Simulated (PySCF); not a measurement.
**Does the structure fit the spectrum?**

A compound C5H9N3OSi gives the data below (simulated from a calculation) and was assigned the structure `CCc1nnc(C=O)n1[SiH3]`.

¹³C{¹H} NMR (computed): δ 199.3 (C), 158.6 (C), 152.6 (C), 41.7 (CH3), 29.1 (CH3).

¹H NMR (400 MHz, computed): δ 4.61 (s, 3H), 4.37 (s, 3H), 2.72 (s, 3H).

Theoretical values (PySCF 2.14): geometry: GFN2-xTB, σ from GIAO-PBE0/pcSseg-1. One computed conformer, non-relativistic, rapidly exchanging positions averaged, no solvent model.

Scale: ¹H (31.72 ppm), ¹³C (186.93 ppm) vs TMS (reference shieldings calculated alike).

Question: Compare with the shifts computed for the proposed structure, pairing carbons in order of shift.

Answer: Atom-mapped SMILES (the numbers label the heavy atoms): `[CH3:1][CH2:2][c:3]1[n:4][n:5][c:6]([CH:7]=[O:8])[n:9]1[SiH3:10]`; H(Xn) means a hydrogen on atom n.

```
atom  computed for proposal  given list  difference
  C7                  189.2       199.3       -10.1
  C3                  167.3       158.6        +8.7
  C6                  164.5       152.6       +11.9
  C2                   23.5        41.7       -18.2
  C1                   17.2        29.1       -11.9
```

The rms difference is 12.6 ppm and the largest -18.2 ppm at C2 (sp3 CH2 on an aromatic ring). The carbon types in order of shift don't match either: CH, C, C, CH2, CH3 for the proposal against C, C, C, CH3, CH3 in the data. The proposal doesn't fit.

Question: Which isomer fits?

Answer: `n1c(C(C)=O)c([SiH3])nn1C`.

Carbon types of the structure: 3 × C, 2 × CH3, leaving 3 H on heteroatoms. δC 199.3: ketone carbonyl carbon; the double bond to the heteroatom, with no lone-pair donor beside it, deshields it most. δC 158.6, 152.6: substituted aromatic carbon next to a ring nitrogen. δH 4.37: hydrogen on a methyl carbon bonded to N; its carbon carries N, an electronegative neighbour. δH 2.72: hydrogen on a methyl carbon α to a carbonyl; α to C=O.

The shifts were computed for this structure.

Shifts are as computed. Against solution values, carbons near 30 ppm lie about +3 ppm off and those near 130 ppm about +5 ppm. Of 1211 compounds with measured shifts, 218 miss one by over three times the rms of a fit or turn the order of signals round; such compounds aren't used in these exercises. No couplings were computed; multiplicities are counted from neighbouring protons, with m where these are inequivalent, close in shift, in a saturated or five-membered ring or joined by F or P, and br s for small geminal =CH2 splittings.
